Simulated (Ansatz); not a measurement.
CH5AgO2, SMILES `C[O][Ag-][OH2+]`, relaxed with RKS PBE0-D4/def2-TZVP in Ansatz from a GFN2-xTB geometry. The force threshold is 0.005 eV/Å; the program also tests the step.

Total charge 0; spin multiplicity 1. Ag: def2 effective core potential.

Start:

```xyz
9

C     0.599   -0.055    2.218
O    -0.140   -0.557    1.151
Ag   -0.224   -0.052   -0.806
O    -0.661    0.110   -3.083
H     0.337    0.985    2.461
H     0.372   -0.672    3.099
H     1.684   -0.104    2.047
H    -1.126   -0.589   -3.547
H    -0.839    0.935   -3.539
```

```
         step  energy (eV)  largest force (eV/Å)  largest move (Å)
            1   -9208.2260                 0.758             0.000
            2   -9208.3052                 0.550             0.178
            3   -9208.3345                 0.518             0.194
            4   -9208.3414                 0.208             0.062
            5   -9208.3422                 0.146             0.067
            6   -9208.3442                 0.016             0.048
 7 (rejected)   -9208.3437                 0.221             0.082
            8   -9208.3446                 0.030             0.041
 9 (rejected)   -9208.3428                 0.371             0.099
           10   -9208.3451                 0.027             0.037
           11   -9208.3454                 0.114             0.049
           12   -9208.3459                 0.102             0.039
           13   -9208.3464                 0.113             0.048
           14   -9208.3468                 0.100             0.041
           15   -9208.3472                 0.081             0.036
           16   -9208.3475                 0.060             0.034
           17   -9208.3476                 0.050             0.021
           18   -9208.3478                 0.017             0.031
19 (rejected)   -9208.3477                 0.109             0.044
           20   -9208.3478                 0.013             0.007
           21   -9208.3479                 0.015             0.019
22 (rejected)   -9208.3478                 0.088             0.046
23 (rejected)   -9208.3473                 0.147             0.013
           24   -9208.3479                 0.001             0.006
           25   -9208.3480                 0.018             0.027
           26   -9208.3480                 0.014             0.010
           27   -9208.3480                 0.004             0.010
           28   -9208.3480                 0.003             0.008
```

End:

```xyz
9

C     0.560   -0.072    2.048
O    -0.419   -0.577    1.205
Ag   -0.394   -0.115   -0.728
O    -0.517    0.293   -2.887
H     0.572    1.030    2.110
H     0.376   -0.440    3.071
H     1.584   -0.387    1.783
H    -0.445   -0.488   -3.444
H    -1.316    0.755   -3.159
```

Run time 75 s (4 threads of a server CPU on a shared host); peak host memory 0.34 GiB.
